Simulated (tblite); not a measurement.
Q: Give a GFN2-xTB geometry of `N[SiH2][SiH2]S(=O)(=O)C(F)(F)F`.

A: 
```
atom  x, y, z in Å
N1     2.391    0.815   -0.258
Si2    2.269   -0.694    0.525
Si3    0.162   -1.454   -0.155
S4    -0.850    0.446    0.357
O5    -0.516    0.638    1.752
O6    -0.394    1.488   -0.547
C7    -2.751    0.566    0.281
F8    -3.274   -0.357    1.098
F9    -3.245    1.751    0.594
F10   -3.129    0.250   -0.966
H11    1.560    1.391   -0.358
H12    3.216    1.389   -0.199
H13    2.309   -0.766    1.998
H14    3.332   -1.545   -0.032
H15   -0.394   -1.601   -1.506
H16   -0.694   -2.310    0.673
```

Any rigid rotation of these coordinates is as good. Atoms count from 1 in this order. Of the pairs four or more bonds apart, those above aside, S4···H11 is among the closest relative to their van der Waals radii: 2.69 Å, 90 % of the sum of Bondi's values. S4 (sulfonyl sulfur) is distorted tetrahedral (angles from 103.4° to 120.1°). Si2 (SiH2 silicon) is distorted tetrahedral (angles from 102.6° to 119.9°). Si3 (SiH2 silicon) has angles from 93.8° to 129.8°.

Bonds between heavy atoms (Å): N1–Si2 1.705, Si2–Si3 2.341, Si3–S4 2.212, S4=O5 1.448, S4=O6 1.453, S4–C7 1.906, C7–F8 1.339, C7–F9 1.322, C7–F10 1.340.

Structure optimised with GFN2-xTB, isolated species.

Point group: C1 (no symmetry element, even within 0.4 Å). Its GFN2-xTB frequencies are all real (lowest 16 cm⁻¹). The numbers are those of one conformer (H–N1–Si2–Si3 36° and -177°, N1–Si2–Si3–S4 -49°, Si2–Si3–S4–O5 -56°). 3 starts were optimised and ended at 0.00, 2.85 and 3.84 kcal/mol (GFN2-xTB); the lowest of these is shown.

These are computed values.
